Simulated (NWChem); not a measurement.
System: CH$_{4}$N$_{2}$OSr

Here is an NWChem input.

```
start job
memory heap 200 mb stack 900 mb global 1100 mb
geometry units angstroms noautosym nocenter noautoz
  Sr    -0.012324    -0.596397     0.312831
  O     -0.037381    -2.636129     1.024842
  H     -0.050276    -3.514650     1.405722
  C     -0.009512     2.263473     0.255249
  N     -1.166210     1.620215     0.208106
  N      1.147272     1.619476     0.289542
  H     -0.009645     3.374900     0.269227
  H     -1.954939     2.257105     0.197729
  H      1.935207     2.255894     0.334686
end
basis spherical
  * library def2-svpd
end
ecp
  Sr library def2-ecp
end
dft
  xc pbe0
  iterations 150
end
property
  response 1 0.0
end
task dft property
```

Parts of the log:

```
             Northwest Computational Chemistry Package (NWChem) 7.3.0
             --------------------------------------------------------

                             Geometry "geometry" -> ""
                             -------------------------

 Output coordinates in angstroms (scale by  1.889725989 to convert to a.u.)

  No.       Tag          Charge          X              Y              Z
 ---- ---------------- ---------- -------------- -------------- --------------
    1 Sr                  38.0000    -0.01232400    -0.59639700     0.31283100
    2 O                    8.0000    -0.03738100    -2.63612900     1.02484200
    3 H                    1.0000    -0.05027600    -3.51465000     1.40572200
    4 C                    6.0000    -0.00951200     2.26347300     0.25524900
    5 N                    7.0000    -1.16621000     1.62021500     0.20810600
    6 N                    7.0000     1.14727200     1.61947600     0.28954200
    7 H                    1.0000    -0.00964500     3.37490000     0.26922700
    8 H                    1.0000    -1.95493900     2.25710500     0.19772900
    9 H                    1.0000     1.93520700     2.25589400     0.33468600

 Effective nuclear repulsion energy (a.u.)     344.2424492112

                                 NWChem DFT Module
                                 -----------------

 Summary of "ao basis" -> "ao basis" (spherical)
 ------------------------------------------------------------------------------
       Tag                 Description            Shells   Functions and Types
 ---------------- ------------------------------  ------  ---------------------
 Sr                        def2-svpd                10       26   4s4p2d
 O                         def2-svpd                 9       23   4s3p2d
 H                         def2-svpd                 4        8   2s2p
 C                         def2-svpd                 8       20   4s2p2d
 N                         def2-svpd                 8       20   4s2p2d

            General Information
            -------------------
          SCF calculation type: DFT
          Wavefunction type:  closed shell.
          No. of atoms     :     9
          No. of electrons :    42
           Alpha electrons :    21
            Beta electrons :    21
          Charge           :     0
          Spin multiplicity:     1
          Use of symmetry is: off; symmetry adaption is: off
          Maximum number of iterations: 150
          AO basis - number of functions:   141
                     number of shells:    59
          Convergence on energy requested:  1.00D-06
          Convergence on density requested:  1.00D-05
          Convergence on gradient requested:  5.00D-04

              XC Information
              --------------
                         PBE0 Method XC Functional
                     Hartree-Fock (Exact) Exchange  0.250
          PerdewBurkeErnzerhof Exchange Functional  0.750
            Perdew 1991 LDA Correlation Functional  1.000 local
           PerdewBurkeErnz. Correlation Functional  1.000 non-local

             Grid Information
             ----------------
          Grid used for XC integration:  medium
          Radial quadrature: Mura-Knowles
          Angular quadrature: Lebedev.
          Tag              B.-S. Rad. Rad. Pts. Rad. Cut. Ang. Pts.
          ---              ---------- --------- --------- ---------
          Sr                  2.00      123          13.0       590
          O                   0.60       49          14.0       434
          H                   0.35       45          15.0       434
          C                   0.70       49          14.0       434
          N                   0.65       49          13.0       434
          Grid pruning is: on
          Number of quadrature shells:   499
          Spatial weights used:  Erf1

      Superposition of Atomic Density Guess
      -------------------------------------

 Sum of atomic energies:        -257.68602072

      Non-variational initial energy
      ------------------------------

 Total energy =    -254.943353
 1-e energy   =    -665.944139
 2-e energy   =     252.704372
 HOMO         =      -0.329916
 LUMO         =      -0.102023

   convergence    iter        energy       DeltaE   RMS-Dens  Diis-err
 ---------------- ----- ----------------- --------- --------- ---------
 d= 0,ls=0.0,diis     1   -255.4589399001 -4.14D+02  1.63D-02  1.56D+00
 d= 0,ls=0.0,diis     2   -255.0006979916  4.58D-01  9.79D-03  5.91D+00
 d= 0,ls=0.0,diis     3   -255.6358598997 -6.35D-01  2.57D-03  9.69D-02
 d= 0,ls=0.0,diis     4   -255.6427805736 -6.92D-03  9.68D-04  3.59D-02
 d= 0,ls=0.0,diis     5   -255.6465321759 -3.75D-03  1.97D-04  4.16D-04
  Resetting Diis
 d= 0,ls=0.0,diis     6   -255.6465788264 -4.67D-05  4.42D-05  1.08D-05
 d= 0,ls=0.0,diis     7   -255.6465799908 -1.16D-06  2.23D-05  2.05D-06
 d= 0,ls=0.0,diis     8   -255.6465798355  1.55D-07  1.27D-05  3.45D-06
 d= 0,ls=0.0,diis     9   -255.6465802489 -4.13D-07  1.11D-06  6.55D-08

         Total DFT energy =     -255.646580248945
      One electron energy =     -672.723512442701
           Coulomb energy =      292.270373621560
    Exchange-Corr. energy =      -33.489855665752
 Nuclear repulsion energy =      158.296414237948

 Numeric. integr. density =       41.999995223916

[...]

 DFT Linear Response polarizability / au
 Frequency  =       0.0000000 / au
              X              Y              Z
 -----------------------------------------------
 X      66.0078597      0.1274253      0.7021059
 Y       0.1274247     77.0404612     -3.6137647
 Z       0.7021059     -3.6137867     46.0832322
 -----------------------------------------------
 Eigenvalues =      66.0325699     77.4569009     45.6420822
 Isotropic   =      63.0438510
 Anisotropic =      27.9147812
 -----------------------------------------------

 Magnetic Dipole Response Matrix (nonzero elements):

 Exiting AOResponse driver routine
```

Level: PBE0/def2-SVPD with def2 effective core potentials on Sr. Coordinates come from a PBE0/def2-SVP optimisation. Not confirmed as a minimum by frequencies. def2 effective core potentials on Sr; no spin-orbit coupling.
